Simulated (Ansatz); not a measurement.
Input file for Ansatz (an electronic-structure program): R-PBE/def2-TZVPPD on CH7ISi (a complex), monomers drawn apart or pushed together. Elements past Kr take the def2 small-core potentials; no spin–orbit coupling. Files ending in .json are basis or fitting sets from the Basis Set Exchange.

Ansatz 0.2 input:
```yaml
crystal:
  periodic: [false, false, false]
  atoms:
    - {symbol: Si, position_ang: [0.14233455, 0.04488763, -0.03849590]}
    - {symbol: H, position_ang: [1.28925140, -0.85688103, 0.19584535]}
    - {symbol: H, position_ang: [0.23097372, 1.21991516, 0.85687301]}
    - {symbol: H, position_ang: [-1.12633037, -0.67199949, 0.21983356]}
    - {symbol: H, position_ang: [0.15633337, 0.50878878, -1.44607821]}
    - {symbol: C, position_ang: [-1.86098069, 0.44184608, 2.95154788]}
    - {symbol: I, position_ang: [-0.21208643, -0.86355976, 3.42346657]}
    - {symbol: H, position_ang: [-2.44327785, -0.04313562, 2.17689009]}
    - {symbol: H, position_ang: [-2.43760297, 0.57735518, 3.85906526]}
    - {symbol: H, position_ang: [-1.44016558, 1.37738267, 2.60211298]}
basis:
  gaussian:
    orbitals: def2-TZVPPD.json
hamiltonian:
  xc: {name: PBE}
scf: {lower_state_search: off}
```

The head of its log:

```
WARN ansatz: RAYON_NUM_THREADS=2 ignored (pool sized by the plan → 2); use --threads N
Functional definition: PBE
these checks for a lower state are left out or cut short: stability, starts, cluster_reference, orbital_swaps, neighbouring_geometries, increment
integrals: 0.20 GiB planned
1306 factors; their error is unknown
mean field: 1.38 GiB planned
mean field evaluation 1: about -17114.1760 eV, gradient 6.2e1 eV
mean field evaluation 2: about -17094.8959 eV, gradient 9.7e1 eV
```

### Question
Give the final energy of this run.

### Answer
-629.2827 hartree.
